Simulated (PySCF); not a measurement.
**[TmH3(NH3)]−: from a saddle point downhill**

PySCF 2.14.0, RKS PBE0, Tm lcecp-0-SVP with ECP59, H def2-SVP, N def2-SVP; non-relativistic Hamiltonian with scalar-relativistic core potentials where named; density fitting; no spin-orbit coupling. Relaxed within the symmetry of its start, the geometry (C3v) is

```xyz
8

Tm    0.1398   -0.1398    0.1398
H     1.1332    1.6659    1.1332
H    -1.6659   -1.1332    1.1332
H     1.1332   -1.1332   -1.6659
N    -1.3854    1.3854   -1.3854
H    -1.9830    1.9830   -0.8169
H    -0.8169    1.9830   -1.9830
H    -1.9830    0.8169   -1.9830
```

and its lowest harmonic modes are -92, -92, 49, 215, 338, 378 cm⁻¹ (negative: unstable). It was moved along the lowest mode and relaxed again, within the group Cs that the move left.

**Question.** Where does it end, and how much lower?

**Answer.** In Cs, 0.015 eV lower, after 16 steps:
```xyz
8

Tm    0.1936   -0.1926   -0.0064
H     0.9159    1.8138    0.8260
H    -1.8063   -0.9233    0.8340
H     1.5626   -1.5577   -1.2207
N    -1.4080    1.3962   -1.3862
H    -1.7590    1.7479   -0.4930
H    -1.0377    2.1957   -1.8974
H    -2.2069    1.0200   -1.8939
```

**Question.** How do the contacts change?

**Answer.** 
| contact | saddle (Å) | end (Å) |
| --- | --- | --- |
| Tm1–H2 (H) | 2.288 | 2.289 |
| Tm1–H3 (H) | 2.288 | 2.289 |
| Tm1–H4 (H) | 2.288 | 2.283 |
| Tm1–N5 (NH3) | 2.642 | 2.644 |


**Question.** Is the end a minimum?

**Answer.** No, 1 of the modes stay unstable (below −25 cm⁻¹); lowest modes -142, 23, 120, 220, 347, 372 cm⁻¹.

An lcecp potential fixes the number of 4f electrons, so in runs with it no electron can move into or out of that shell.

State: singlet in the valence, with the 4f electrons in the core potential.
